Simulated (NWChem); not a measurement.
System meant: CH₃ClFeN₂, quintet; SMILES [Cl][Fe]1[NH]C=[NH]->1

Here is an NWChem input.

```
start job
memory heap 200 mb stack 900 mb global 1100 mb
geometry units angstroms noautoz
  Fe    -0.174949     0.275680    -0.000010
  Cl     0.136740     2.424913    -0.000405
  C     -0.537730    -2.105722    -0.001119
  N     -0.426056    -1.408334    -1.115967
  N     -0.430684    -1.408561     1.114589
  H     -0.708964    -3.197333    -0.001486
  H     -0.504374    -1.900553    -1.995928
  H     -0.512638    -1.901109     1.994184
end
basis spherical
  Fe library def2-svp
  Cl library def2-svp
  C library def2-svp
  N library def2-svp
  H library def2-svp
end
dft
  odft
  mult 5
  xc pbe0
  iterations 4
  mulliken
end
task dft energy
```

End of the output:

```
     --------------------------
     Expectation value of S2:
     --------------------------
      <S2> =      6.0102 (Exact =     6.0000)

 center of mass
 --------------
 x =   0.00057563 y =  -0.14421967 z =   0.00000000

 moments of inertia (a.u.)
 ------------------
        1358.087093980341          -0.000000171869           0.000000000000
          -0.000000171869         153.056306051327           0.000000000000
           0.000000000000           0.000000000000        1205.044154948728

     Multipole analysis of the density
     ---------------------------------

     L   x y z        total         alpha         beta         nuclear
     -   - - -        -----         -----         ----         -------
     0   0 0 0     -0.000000    -35.000000    -31.000000     66.000000

     1   1 0 0     -0.006267     -0.017555      0.011287      0.000000
     1   0 1 0      2.165905      1.591886      0.574019     -0.000000
     1   0 0 1      0.000000      0.000000     -0.000000      0.000000

     2   2 0 0    -33.584712    -17.575924    -16.012562      0.003774
     2   1 1 0     -0.072265      0.042453      0.034952     -0.149670
     2   1 0 1      0.000000     -0.000000      0.000000      0.000000
     2   0 2 0    -32.532524   -333.986487   -328.246015    629.699978
     2   0 1 1      0.000000     -0.000000      0.000000      0.000000
     2   0 0 2    -29.760954    -61.705706    -58.668983     90.613734

 ------------------------------------------------------------------------
 dft energy failed                                                                                  0
 ------------------------------------------------------------------------
 ------------------------------------------------------------------------
  current input line :
    27: task dft energy
 ------------------------------------------------------------------------
 ------------------------------------------------------------------------
 This type of error is most commonly associated with calculations not reaching convergence criteria
 ------------------------------------------------------------------------
 For more information see the NWChem manual at https://nwchemgit.github.io

0:dft energy failed:Received an Error in Communication
```

Can this run be used? If not, why, and what is the fix?

The run did not converge; its last values are not results. Cause: the SCF was allowed too few iterations. This input runs:
```
start job
memory heap 200 mb stack 900 mb global 1100 mb
geometry units angstroms noautoz
  Fe    -0.174949     0.275680    -0.000010
  Cl     0.136740     2.424913    -0.000405
  C     -0.537730    -2.105722    -0.001119
  N     -0.426056    -1.408334    -1.115967
  N     -0.430684    -1.408561     1.114589
  H     -0.708964    -3.197333    -0.001486
  H     -0.504374    -1.900553    -1.995928
  H     -0.512638    -1.901109     1.994184
end
basis spherical
  Fe library def2-svp
  Cl library def2-svp
  C library def2-svp
  N library def2-svp
  H library def2-svp
end
dft
  odft
  mult 5
  xc pbe0
  iterations 150
  mulliken
end
task dft energy
```
It converges to -1872.45545 Ha (PBE0/def2-SVP, spin-unrestricted).
